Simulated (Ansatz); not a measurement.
K3Na3. The state is a singlet with charge 0. Geometry r2SCAN/def2-SVP, basis def2-TZVP, Ansatz.

```xyz
6

Na    0.3675   -2.6640   -2.0922
Na   -0.4415    0.2653   -0.4195
Na    1.3474    3.0862    0.5586
K    -2.5167   -2.6457    1.0976
K     3.0524    0.4757   -2.1528
K    -1.8090    1.4824    3.0082
```

```tsv
run	HOMO (eV)	LUMO (eV)
A	-2.55	-1.56
B	-3.76	-0.20
C	-2.64	-1.79
D	-2.56	-1.76
E	-2.82	-1.28
F	-3.72	-0.41
```

HSE06 is defined as in plane-wave codes, on full-range PBE exchange. The structure comes from a short search, and lower isomers may exist.

Problem. The runs used B97M-V, HSE06, LDA (SPW92), PBE0, ωB97M-V, ωB97X-V. Estimate which is which.

Solution. A HSE06 (range-separated); B ωB97X-V (range-separated); C LDA (SPW92) (0 % exact exchange); D B97M-V (0 % exact exchange); E PBE0 (25 % exact exchange); F ωB97M-V (range-separated). Exact exchange lowers occupied and raises empty levels; among semilocal functionals meta-GGAs tend to open the gap a little, and such runs are hard to tell apart. The gap grows from 0.79 eV (B97M-V) to 3.56 eV (ωB97X-V). The restricted singlet is unstable towards broken spin symmetry in Hartree–Fock (as tested in another run); at HSE06/def2-TZVP, ωB97X-V/def2-TZVP, LDA (SPW92)/def2-TZVP, B97M-V/def2-TZVP and others this wasn't settled.
